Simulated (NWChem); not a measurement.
Species: CH$_{3}$BeCl; SMILES [CH3][Be][Cl]

All runs: NWChem. Coordinates come from a B3LYP/6-31G* (spherical d) optimisation. B3LYP is NWChem's, with the RPA form of VWN correlation. Static field.

Question: Order these by “isotropic polarisability (bohr³)”, lowest first: PBE/def2-SVPD; B3LYP/def2-SVPD; BHandHLYP/def2-SVPD.

Answer: BHandHLYP/def2-SVPD (40.1), B3LYP/def2-SVPD (42.1), PBE/def2-SVPD (43.6)
